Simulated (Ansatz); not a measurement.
An input meant for the cluster Ag₂Cl₂⁺ (charge 1, doublet; scaled by 1.05).

```yaml
crystal:
  periodic: [false, false, false]
  atoms:
    - {symbol: Ag, position_ang: [-0.149793, 0.136572, -1.665794]}
    - {symbol: Ag, position_ang: [0.148370, -0.136119, 1.665922]}
    - {symbol: Cl, position_ang: [0.430548, 1.886431, 0.116027]}
    - {symbol: Cl, position_ang: [-0.429114, -1.886894, -0.116144]}
basis:
  gaussian: {orbitals: def2-mTZVPP}
magnetization: {spin_polarized: true, initial_magnetization: 4}
hamiltonian: {xc: {name: r2SCAN0}, dispersion: d4}
scf: {omitted_lower_state_checks: [starts]}
```

```sh
$ ansatz run in.yaml --threads 4 --pin off --events-out ev --progress --plain --max-ram 3916MiB
```

Shortened log:

```
Functional definition: r2SCAN0
1254 factors; integrals over basis functions are off by at most 2.1e-4 eV
mean field evaluation 1: about -33036.5626 eV, gradient 2.9e1 eV
mean field evaluation 2: about -33022.3464 eV, gradient 7.3e1 eV
mean field evaluation 4: about -33039.6425 eV, gradient 3.6e0 eV
mean field evaluation 8: about -33039.8171 eV, gradient 4.8e-1 eV
mean field evaluation 16: about -33040.5367 eV, gradient 3.0e-1 eV
mean field -33040.53849481 eV, -1214.2173940028 hartree, gradient 2.6e-5 eV, S^2 6.014975; 0 other end points of the search recorded, 0 dependent functions left out
reference -33040.53851385 eV, -1214.2173947028 hartree; 38, 34 occupied and 82, 86 virtual orbitals, 1254 factors
Total energy: -33040.58811950 eV, -1214.2192176767 hartree
Checks for a lower state left out: starts
```

(1) What is wrong with this run?

Answers

(1) The spin is set far too high (4 unpaired electrons typed, 1 in the doublet as meant). The run converged. The result belongs to that input, not to the species as meant.
